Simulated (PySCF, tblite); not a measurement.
A set of runs on `C/C(=C\Br)CN`; the geometry of each is named by its level. Settings lines and outputs come from a driver script.

Compound: C4H8BrN.
Numbering: `[CH3:1]/[C:2](=[CH:3]\[Br:4])[CH2:5][NH2:6]` (hydrogens: H7, H8, H9 on C1; H10 on C3; H11, H12 on C5; H13, H14 on N6)

Step 1: GFN2-xTB geometry optimisation, gas phase (tblite 0.8.0) (from a force-field or distance-geometry start)
```json
{"job": {"kind": "relax", "xc": "GFN2-xTB", "basis": "xTB"}, "charge": 0, "multiplicity": 1}
```
```
step      E/eV     max force
  0    -533.06176    2.394
  1    -533.25267    1.250
  2    -533.35724    1.267
...
115    -533.64469    0.031
116    -533.64479    0.022
117    -533.64482    0.019
118    -533.64485    0.017
119    -533.64488    0.010
```

Energy lowered by 13.4 kcal/mol over 119 steps; largest atomic force 0.010 eV/Å at the end. «max force» is the largest atomic force in eV/Å.

The run took 3.0 s wall, 1.9 s CPU on Intel Xeon at 2.50 GHz, one thread, shared host.

Step 2: GFN2-xTB harmonic vibrations, gas phase (tblite 0.8.0) (on the GFN2-xTB geometry)
```json
{"job": {"kind": "ir", "xc": "GFN2-xTB", "basis": "xTB"}, "charge": 0, "multiplicity": 1}
```
```
(table of modes left out)
```

36 modes from 57 to 3425 cm⁻¹ (unscaled, harmonic); zero-point energy 71.1 kcal/mol; all wavenumbers are real at this level.

Hardware: an Intel Xeon at 2.50 GHz with one thread, shared host with 64 logical CPUs at a one-minute load of 9.9. Cost: 1.1 s wall, 0.96 s CPU.

Step 3: PBE0-D3(BJ)/def2-SVP geometry optimisation, gas phase (PySCF 2.14.0) (from the GFN2-xTB geometry)
```json
{"job": {"xc": "PBE0", "basis": "def2-SVP", "d3": "d3bj", "grid": 1, "maxiter": 30, "shake": 0.01, "kind": "geom"}, "charge": 0, "multiplicity": 1}
```
```
step   0  E = -2785.11494303  max force = 0.034024
step   1  E = -2785.11890254  max force = 0.004993
step   2  E = -2785.11901255  max force = 0.002864
step   3  E = -2785.11897719  max force = 0.003195
step   4  E = -2785.11908857  max force = 0.001178
step   5  E = -2785.11909855  max force = 0.001312
step   6  E = -2785.11911772  max force = 0.000217
step   7  E = -2785.11912333  max force = 0.000151
optimisation converged
```

Final energy -2785.11912 Eh after 7 steps; dipole 2.54 D. Energies in Eh; «max force» is the largest Cartesian gradient component in Eh/bohr.

On an Arm Neoverse V2 with one thread, shared host, this took 67 s and 0.55 GiB of memory at its peak.

Final geometry (PBE0-D3(BJ)/def2-SVP):
```
atom  x, y, z in Å
C1    -2.4560   -0.6796    0.8995
C2    -1.7815    0.4598    0.2106
C3    -2.3754    1.5949   -0.1752
Br4   -4.2038    1.9835    0.0442
C5    -0.3036    0.3017   -0.0568
N6     0.4244    0.1083    1.1820
H7    -2.5889   -1.5214    0.1985
H8    -1.8135   -1.0348    1.7183
H9    -3.4429   -0.4016    1.2912
H10   -1.8333    2.4023   -0.6717
H11    0.0450    1.1537   -0.6760
H12   -0.1658   -0.6052   -0.6731
H13    0.4286    0.9680    1.7273
H14    1.3944   -0.1358    0.9993
```

 (This holds for the electronic-property runs.)

One conformer stands for the species.
